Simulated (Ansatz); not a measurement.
Several settings on one geometry of the cluster Cd2O2⁺ (that of the charge 1 doublet, r2SCAN-D4/def2-TZVP). Ansatz on 4 threads of Arm Neoverse V1 on a shared host; times are rough.

```xyz
4

Cd   -1.4376   -1.2364    0.0583
Cd   -1.0834    1.5552    0.0761
O     1.1836   -0.7653   -0.0706
O     1.3374    0.4465   -0.0638
```

Totals from different functionals, basis sets or treatments of relativity can't be compared as stabilities.

In the def2 sets Cd takes a core potential; there is no spin–orbit coupling.

The spins typed aren't always the lowest for that charge.

(1) Give the basis size and estimate the energy, ⟨S²⟩ and time of these runs.

```json
{"run": "1", "method": "ROKS PBE0-D4/def2-TZVP", "charge": "1", "state": "doublet", "further keys": "final_grid: {core_spheres: 5, valence_spheres: 4, degree: 11}"}
{"run": "2", "method": "RKS ωB97X-V/def2-TZVPD", "charge": "2", "state": "singlet", "further keys": "scf: {lower_state_search: full}; forces asked"}
{"run": "3", "method": "UKS LDA (SPW92)/def2-mTZVP", "charge": "1", "state": "doublet", "further keys": "nuclear_model: gaussian; scf: {omitted_lower_state_checks: [starts]}; forces asked"}
{"run": "4", "method": "RKS BLYP-D4/def2-SVPD", "charge": "2", "state": "singlet", "further keys": "scf: {lower_state_search: light}"}
```

Results:

(1) 
| run | functions | energy (Eh) | ⟨S²⟩ | wall time |
| --- | --- | --- | --- | --- |
| 1 | 142 | -485.5058 | – | 6.5 s |
| 2 | 160 | -485.0520 | – | 27 s |
| 3 | 114 | -484.0421 | 0.95 | 1.3 s |
| 4 | 114 | -484.8429 | – | 3.5 s |

At UKS LDA (SPW92)/def2-mTZVP the charge 1 doublet is spin-contaminated (final ⟨S²⟩ up to 0.95, 0.75 for a pure state).
